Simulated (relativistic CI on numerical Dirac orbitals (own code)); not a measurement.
# Quantum defects of the ns series of Pb3+

Problem. The ns 2S levels with J = 1/2 of Pb3+ lie at 6s: 0.0, 7s: 185103.0 cm⁻¹ (Moore, Atomic Energy Levels, vol. III, NSRDS-NBS 35 (1971 reprint of NBS Circular 467, 1958)), and the ionisation limit at 341435.1 cm⁻¹ (NIST ASD). Find the quantum defects and predict 8s.

Working.
1. The outer electron sees the charge z = 4; R = 109737.03 cm⁻¹ for this mass. The binding energy T = limit − E defines n* = z√(R/T).
2. Values: 6s: T = 341435.1, n* = 2.2677, δ = n − n* = 3.7323; 7s: T = 156332.1, n* = 3.3513, δ = n − n* = 3.6487.
3. With δ held at 3.6487: E(8s) = limit − Rz²/(8 − δ)² = 248701.7 cm⁻¹.
4. The Ritz form δ = δ₀ + a/n*² through the last two members has a = 0.7931 and δ₀ = 3.5781, so with n* ≈ 8 − 3.6487, δ(8) = 3.6200 and E = 249914.1 cm⁻¹.

Check. The measured level is 249634.5 cm⁻¹ (δ = 3.6267), so the two predictions miss by -932.8 and 279.6 cm⁻¹. A relativistic CI calculation tied to the same limit puts it at 251311 cm⁻¹. The defect is large because this electron penetrates the core.
